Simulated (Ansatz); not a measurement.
Input for Ansatz (development build ahead of 0.2.0):

```yaml
crystal:
  periodic: [false, false, false]
  atoms:
    - { symbol: B, position_ang: [-0.41693, -0.07018, 0.32217] }
    - { symbol: F, position_ang: [0.30361, -0.77728, 1.03108] }
    - { symbol: F, position_ang: [1.14209, 0.27638, -0.87202] }
    - { symbol: F, position_ang: [-1.22255, 0.58492, -0.33771] }
basis:
  gaussian: { orbitals: def2-SVP }
total_charge: 1
magnetization:
  spin_polarized: true
  initial_magnetization: 1
hamiltonian:
  xc: hf
output:
  forces: true
```

The input is written out in the form of the current development build from the run's settings.

Output:

| Property | Result |
| --- | --- |
| Converged | yes |
| Total energy | -322.41613 hartree |
| Spin squared of the determinant | 0.753 |
| Stability test | minimum |

Forces (eV/Å):
```csv
atom,Fx,Fy,Fz
B1,0.817,-0.046,-0.563
F2,-1.186,0.320,0.159
F3,0.366,0.218,-0.452
F4,0.003,-0.493,0.856
```
